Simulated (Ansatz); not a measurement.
Geometry optimisation, Ansatz 0.2.0, RKS B3LYP-D4/def2-SVP.

The input (input.yaml):

```yaml
crystal:
  periodic: [false, false, false]
  atoms:
    - { symbol: Ga, position_ang: [0.0, 0.0, 0.0] }
    - { symbol: C, position_ang: [0.0, 0.0, 1.98] }
    - { symbol: H, position_ang: [-0.9996, -0.3092, 2.3505] }
    - { symbol: H, position_ang: [0.7676, -0.7111, 2.3505] }
    - { symbol: H, position_ang: [0.232, 1.0203, 2.3505] }
    - { symbol: H, position_ang: [1.3596, 0.0, -0.785] }
    - { symbol: H, position_ang: [-1.3596, 0.0, -0.785] }
basis:
  gaussian: { orbitals: def2-SVP }
hamiltonian:
  xc: b3lyp
  dispersion: d4
relax:
  f_tol: 0.02
  max_steps: 40
output:
  orbitals: {}
```

Command:

```bash
$ ansatz run input.yaml --threads 1 --pin off --max-ram 2048MiB --backend cpu --events-out ev --progress --plain --runs-dir out
```

**Question.** Where does it end, and by what steps?

**Answer.** It converged. After 3 steps the energy has fallen by 0.014 eV; H3 moved furthest, 0.05 Å.

| step | energy less start (eV) | largest force component (eV/Å) | accepted |
| --- | --- | --- | --- |
| 0 | 0.0000 | 0.323 | yes |
| 1 | -0.0130 | 0.105 | yes |
| 2 | -0.0138 | 0.037 | yes |
| 3 | -0.0139 | 0.007 | yes |

```xyz
7
Properties=species:S:1:pos:R:3
Ga -0.007 -0.006 -0.005
C -0.010 -0.018 1.975
H -0.986 -0.301 2.396
H 0.766 -0.693 2.371
H 0.234 0.997 2.337
H 1.362 0.010 -0.791
H -1.358 0.010 -0.822
```

Whether the end is a true minimum wasn't checked by a vibrational analysis.

Time of the run: 11 s on 1 thread of Arm Neoverse V1, on a shared host, peak memory 0.13 GiB.
